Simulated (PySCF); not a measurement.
The dipole of `C=CC(C)(C)C#CC` from its density and from atomic charges.

Coordinates (GFN2-xTB, Å) and charges (e) from the PBE0/pcSseg-1 density (PySCF):

```csv
atom,x,y,z,Mulliken,IAO,Hirshfeld,ESP-fitted
C1,-0.985,2.175,0.282,-0.1087,-0.3213,-0.1082,-0.4120
C2,-1.499,1.011,-0.061,-0.1169,-0.1317,-0.0356,-0.2542
C3,-0.739,-0.287,-0.192,-0.6037,+0.0316,+0.0338,+0.8101
C4,-1.329,-1.310,0.792,-0.1331,-0.4049,-0.1150,-0.6364
C5,-0.885,-0.801,-1.634,-0.1338,-0.4049,-0.1149,-0.6299
C6,0.679,-0.118,0.103,+0.2627,-0.0754,-0.0476,-0.5942
C7,1.850,-0.019,0.336,-0.4258,-0.0635,-0.0528,+0.2753
C8,3.265,0.112,0.611,-0.1824,-0.4345,-0.0984,-0.5599
H9,-1.589,3.064,0.354,+0.1094,+0.1501,+0.0446,+0.1781
H10,0.064,2.283,0.506,+0.1248,+0.1537,+0.0351,+0.1867
H11,-2.556,0.921,-0.280,+0.0914,+0.1385,+0.0446,+0.1408
H12,-0.797,-2.256,0.713,+0.1165,+0.1441,+0.0409,+0.1690
H13,-2.382,-1.480,0.574,+0.1039,+0.1349,+0.0402,+0.1430
H14,-1.237,-0.945,1.812,+0.1207,+0.1490,+0.0390,+0.1705
H15,-1.934,-0.961,-1.875,+0.1039,+0.1348,+0.0402,+0.1403
H16,-0.473,-0.076,-2.333,+0.1207,+0.1491,+0.0390,+0.1693
H17,-0.351,-1.741,-1.754,+0.1164,+0.1439,+0.0409,+0.1679
H18,3.450,0.027,1.682,+0.1451,+0.1687,+0.0580,+0.1787
H19,3.624,1.082,0.266,+0.1444,+0.1687,+0.0584,+0.1802
H20,3.818,-0.672,0.094,+0.1447,+0.1692,+0.0581,+0.1768
```

**Question.** What dipole does each set of charges give (1 e·Å = 4.803 D), and what does the density give?

**Answer.** The full density gives (0.40, -0.28, 0.00) D, 0.49 D in size; dipole vectors point from the negative to the positive end.

```tsv
scheme	μx	μy	μz	size (D)	share of the full size (%)	angle to the full dipole (°)
Mulliken	1.00	-0.09	0.15	1.01	207	31
IAO	0.26	-0.34	-0.04	0.43	88	18
Hirshfeld	0.49	-0.29	0.02	0.57	117	5
ESP-fitted	0.42	-0.27	0.00	0.50	102	2
```

**Question.** Which set comes closest?

**Answer.** Length of the difference vector: ESP-fitted 0.02 D, Hirshfeld 0.09 D, IAO 0.16 D, Mulliken 0.64 D. Closest: ESP-fitted. ESP charges are fitted to the potential around the molecule, whose slowest-falling term is the dipole's. 

**Question.** What is left for the Hirshfeld atoms' own dipoles?

**Answer.** The shares of the density sum to the whole, so what Σ q r misses lies in dipoles about the nuclei. The atomic dipoles sum to (0.40, -0.28, 0.00) − (0.49, -0.29, 0.02) = (-0.09, 0.01, -0.02) D, 0.09 D in size.

**Question.** With the origin at the mean of the coordinates, (0.000, 0.001, 0.000) Å, which are the largest single terms, by size, of the Hirshfeld dipole along the direction of the full one?

**Answer.** C8 -1.23, C1 +1.07, H20 +0.98, H18 +0.78, H19 +0.66 D; all 20 atoms together +0.57 D. The single terms depend on the origin, their sum doesn't.

**Question.** Give the size of the full dipole in other units.

**Answer.** 0.49 D = 0.192 au = 0.102 e·Å = 1.63 × 10⁻³⁰ C·m.

Geometry: GFN2-xTB, one conformer, isolated molecule.

Shape of the structure used: `[CH2:1]=[CH:2][C:3]([CH3:4])([CH3:5])[C:6]#[C:7][CH3:8]`: C1–C2–C3–C4 120°.
